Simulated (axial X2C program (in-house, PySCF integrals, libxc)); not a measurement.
# Which molecule has these constants?

Calculated with an axial X2C code built on PySCF integrals, spin-free (one-electron X2C) or two-component (2c: spin–orbit coupling with atomic mean-field Coulomb and Gaunt terms, which also bring small scalar terms), in Dyall basis sets with cores contracted in-house; open shells are unrestricted.

A two-component CCSD(T) calculation in a Dyall 3-zeta basis gave Re = 2.607 Å, ωe = 272.2 cm⁻¹, De = 2.18 eV, Ω = 3/2.

Question: Which molecule is it?
A. NaCu
B. NaSe
C. NaK
D. NaCa
E. NaCr

Answer: B. The others have NaK 3.554 Å and 121.3 cm⁻¹ (Ω = 0); NaCa 3.769 Å and 98.4 cm⁻¹ (Ω = 1/2); NaCu 2.570 Å and 213.2 cm⁻¹ (Ω = 0); NaCr 2.853 Å and 173.3 cm⁻¹ (Ω = 5/2).

Frozen shells (counts by l): NaSe Se 3s2p1d, Na 1s, 15 electrons correlated; NaK K 2s1p, Na 2s1p, 10 electrons correlated; NaCa Ca 3s2p, Na 2s1p, 3 electrons correlated; NaCu Cu 3s2p, Na 2s1p, 12 electrons correlated; NaCr Cr 3s2p, Na 1s, 15 electrons correlated. Coupled cluster in natural virtuals with an MP2 remainder. Where the outer core of a metal is frozen, bonds come out longer and ionisation energies lower.

Each entry is the lowest single determinant of a limited PBE0 search at one distance. De goes to single-determinant-based atoms at the same level (for ions the charge split of lowest energy) and is withheld (n/a) where an atom does not fit its ground term or J level. Main or longest-lived isotopes. One determinant is a doubtful description, or other states lie close, for NaCa, NaCu, NaCr; these need not be ground states, and all values refer to the states named. With several unpaired electrons the Ω given is that of one determinant, not necessarily of the lowest component.
